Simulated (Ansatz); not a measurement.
Gas-phase electronic energies from Ansatz, PBE0-D4/def2-TZVP geometries. CBS: MP2 limit from def2 TZ/QZ plus the TZ coupled-cluster correction, frozen cores. This one scheme is used for every species. Functionals use def2-TZVPP. B3LYP here is the variant with VWN-RPA as its local correlation; programs differ in this. For Br outer-core shells are correlated without core-valence functions, which leaves a few kJ/mol of doubt a bond. Scalar relativity is left out up to krypton. One conformer a species, not always the lowest.

Consider the ligand exchange at a B–C bond: `OBCCBr` + `[NH2][AlH2]` → `OB[NH][AlH2]` + `CCBr`.

```json
{"level": "B3LYP-D4", "ΔE (kJ/mol)": "-101.1", "difference from CCSD(T)/CBS": "-2.8"}
{"level": "ωB97X-V", "ΔE (kJ/mol)": "-97.8", "difference from CCSD(T)/CBS": "0.5"}
{"level": "B3LYP", "ΔE (kJ/mol)": "-103.8", "difference from CCSD(T)/CBS": "-5.5"}
{"level": "HF/def2-TZVPP", "ΔE (kJ/mol)": "-107.8", "difference from CCSD(T)/CBS": "-9.5"}
{"level": "MP2/def2-TZVPP", "ΔE (kJ/mol)": "-99.9", "difference from CCSD(T)/CBS": "-1.6"}
{"level": "CCSD/def2-TZVPP", "ΔE (kJ/mol)": "-99.7", "difference from CCSD(T)/CBS": "-1.4"}
{"level": "CCSD(T)/def2-TZVPP", "ΔE (kJ/mol)": "-99.5", "difference from CCSD(T)/CBS": "-1.2"}
{"level": "HF/def2-QZVPP", "ΔE (kJ/mol)": "-108.1", "difference from CCSD(T)/CBS": "-9.8"}
{"level": "SCS-MP2/def2-QZVPP", "ΔE (kJ/mol)": "-100.1", "difference from CCSD(T)/CBS": "-1.8"}
{"level": "CCSD/CBS(def2)", "ΔE (kJ/mol)": "-98.5", "difference from CCSD(T)/CBS": "-0.2"}
{"level": "CCSD(T)/CBS", "ΔE (kJ/mol)": "-98.3", "difference from CCSD(T)/CBS": "0"}
```

Largest T1 diagnostic among the species: 0.012.

In def2-TZVPP, CCSD(T) changes the Hartree–Fock value by +8.2 kJ/mol (the triples alone add +0.2 kJ/mol) and MP2 by +7.9 kJ/mol.
